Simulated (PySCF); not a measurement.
# Spin-Hamiltonian simulation

Molecule: `N#Cc1cccnc1`, C₆H₄N₂.

Bonds (- single, = double, # triple, : aromatic): N1#C2 1.146 Å, C2-C3 1.413 Å, C3:C4 1.396 Å, C4:C5 1.383 Å, C5:C6 1.389 Å, C6:N7 1.323 Å, N7:C8 1.316 Å, C8:C3 1.400 Å. C4 carries H9; C5 carries H10; C6 carries H11; C8 carries H12.

Computed data (PySCF 2.14.0 with density-fitted response routines): spin–spin couplings from B3LYP/pcJ-1 (spin–dipole term only in couplings to heteroatoms), PBE0/pcSseg-1 with gauge-including orbitals, geometry: GFN2-xTB. No solvent, no relativistic terms, a single conformation.

Chemical shifts δ = σref − σ; ¹H (σ = 31.72 ppm) against TMS, all at this level.

The 4-spin Hamiltonian (Zeeman plus full scalar coupling among like nuclei) was diagonalised exactly; lines are Lorentzian, 0.4 Hz wide, and the maxima above 3 % are listed with the tallest set to 100.

Peak list at 700 MHz for the spins H9/H10/H11/H12:
Hz from δ = 0 (height): 6470.0 (54), 6469.1 (99), 6468.0 (87), 6467.0 (100), 6466.0 (56), 6395.1 (53), 6394.1 (56), 6393.5 (58), 6392.5 (52), 6389.5 (54), 6388.5 (57), 6387.9 (58), 6386.9 (52), 5739.4 (50), 5737.8 (56), 5737.2 (56), 5735.7 (50), 5730.5 (52), 5728.9 (58), 5728.4 (59), 5726.8 (51), 5292.7 (53), 5291.8 (53), 5287.1 (53), 5286.2 (53), 5283.8 (51), 5282.9 (51), 5278.2 (51), 5277.2 (50)

Extract the chemical shifts and coupling constants behind this pattern (give the signs of the calculation).

Results:


Shifts (ppm): H9 8.19, H10 7.55, H11 9.13, H12 9.24.
Couplings (Hz): H9–H10: 8.9; H9–H11: 1.6; H9–H12: 2.1; H10–H11: 5.6; H10–H12: 0.9; H11–H12: -1.0.
These are the parameters used. A line list fixes at most the relative signs, and those only where coupling is strong; other parameter sets or atom labellings may fit too, and couplings well below the line width leave little trace.

Unscaled 3J(H,H) at this level run about 10 % above measured values.
